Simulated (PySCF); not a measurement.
C₈H₈N (doublet state).
Structure used (GFN2-xTB), in Å, numbered top down from 1:
```
atom  x, y, z in Å
C1     2.685    0.355   -0.171
C2     2.198   -0.840    0.235
C3     0.850   -1.228    0.321
C4    -0.298   -0.397    0.365
C5    -0.284    0.964    0.733
C6    -1.467    1.673    0.737
N7    -2.646    1.154    0.425
C8    -2.679   -0.133    0.102
C9    -1.566   -0.943    0.069
H10    3.744    0.540   -0.197
H11    2.049    1.140   -0.541
H12    2.917   -1.618    0.468
H13    0.658   -2.294    0.350
H14    0.630    1.431    1.062
H15   -1.484    2.719    1.017
H16   -3.660   -0.525   -0.134
H17   -1.653   -1.985   -0.202
```

The hyperfine couplings belong to this conformer and change with its torsions.

The species is `[CH2]/C=C\c1ccncc1` [radical].

Computed, not measured: PySCF 2.14.0, UKS B3LYP, pcH-1 on C H N, non-relativistic, mean-field spin-orbit, GIAO. One conformer (not necessarily the lowest) at the GFN2-xTB geometry, without solvent, vibrations or thermal averaging. Couplings are sensitive to structure, and on GFN2-xTB geometries they can be far from those on DFT ones. The frame is twisted about the C3–C4 bond at this geometry (dihedral H13–C3–C4–C9 = -18°); couplings at other torsion angles weren't computed. The SCF solution wasn't tested for stability. ⟨S²⟩ is 0.782 where a pure state has 0.75.

Task: What is the g tensor, term by term?

Result: 
```json
{"Δg (ppm)": "relativistic mass correction", "1": "-151", "2": "-151", "3": "-151"}
{"Δg (ppm)": "gauge correction", "1": "0", "2": "32", "3": "25"}
{"Δg (ppm)": "orbital Zeeman/spin–orbit", "1": "112", "2": "650", "3": "928"}
{"Δg (ppm)": "total", "1": "-39", "2": "531", "3": "801"}
```

So g = 2.00228, 2.00285, 2.00312 and g_iso = 2.00275; the tensor is rhombic: the two nearest values differ by 32 % of g3 − g1. Axes: g2 points within 7° of the C3–C4 bond.

Task: Average each term over the three axes. Which is largest in size?

Result: The orbital-Zeeman/spin–orbit term 563, the mass correction -151 and the gauge correction 19 ppm, for a total of 431 ppm. The orbital-Zeeman/spin–orbit term is the largest in size. The mass correction is the same along every axis, so the anisotropy comes from the other two: their spans along these axes are 32 (gauge) and 815 ppm (orbital Zeeman/spin–orbit).

Task: At 34.104 GHz, how far is the centre of the isotropic spectrum from where a free electron (g = 2.002319) resonates?

Result: B = hν/(g μB) with μB/h = 13.99624 MHz/mT gives 1216.92 mT for the free electron and 1216.65 mT at g_iso, 0.26 mT lower.

Task: What effective moment and Curie constant follow for a powder?

Result: With the mean of g² = 4.0110 and S(S+1) = 0.75: μ_eff = √(⟨g²⟩S(S+1)) = 1.734 μB and χT = 0.12505·⟨g²⟩·S(S+1) = 0.376 cm³ K/mol (cgs; spin-Hamiltonian part alone).

Task: In a frozen sample, at which fields do the three g values resonate at 9.5, 34, 94 and 263 GHz (hyperfine left aside), and which band first spreads them over more than twice a line width of 0.3 mT?

Result: 
```tsv
band	GHz	B(g3) mT	B(g2) mT	B(g1) mT	spread mT
X	9.5	338.85	338.89	338.99	0.14
Q	34.0	1212.72	1212.88	1213.23	0.51
W	94.0	3352.81	3353.26	3354.22	1.41
J	263.0	9380.74	9382.01	9384.68	3.94
```

The spread grows in proportion to the frequency. W band is the first where it exceeds 0.6 mT.

Largest spin populations (Mulliken): C3 (+0.62), C1 (+0.51), C2 (-0.23) and C5 (+0.16). The positive populations add up to 1.59 and the negative ones to -0.59, together 2S = 1. The angles at C3 add up to 360.0°, so it is planar.

The HOMO–LUMO gaps are 4.56 eV among the α and 3.93 eV among the β orbitals.

The SMILES draws the unpaired electron on C1; the largest computed Mulliken spin population is on C3 (0.62 against 0.51).
